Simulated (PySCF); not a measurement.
**Radial density of N²⁺ (nitrogen, charge +2)**

M06-2X, [He] 2s2 2p1, 2P determinant. Calculation: PySCF 2.14, in aug-cc-pV5Z (7s6p5d4f3g2h, 127 functions); the non-relativistic Hamiltonian (point nucleus).

| r (bohr) | 4πr²ρ (e/bohr) | 4πr²(ρα − ρβ) |
| --- | --- | --- |
| 0.00357 | 0.03184 | 0.0000 |
| 0.00600 | 0.08711 | 0.0000 |
| 0.0101 | 0.2326 | 0.0000 |
| 0.0170 | 0.5979 | 0.0001 |
| 0.0285 | 1.439 | 0.0003 |
| 0.0480 | 3.103 | 0.0014 |
| 0.0807 | 5.576 | 0.0065 |
| 0.136 | 7.403 | 0.0278 |
| 0.228 | 5.993 | 0.1109 |
| 0.384 | 2.572 | 0.3622 |
| 0.646 | 2.163 | 0.7689 |
| 1.09 | 2.517 | 0.7570 |
| 1.83 | 0.7499 | 0.2202 |
| 3.08 | 0.02978 | 0.0104 |
| 5.17 | 4.755e-05 | 0.0000 |
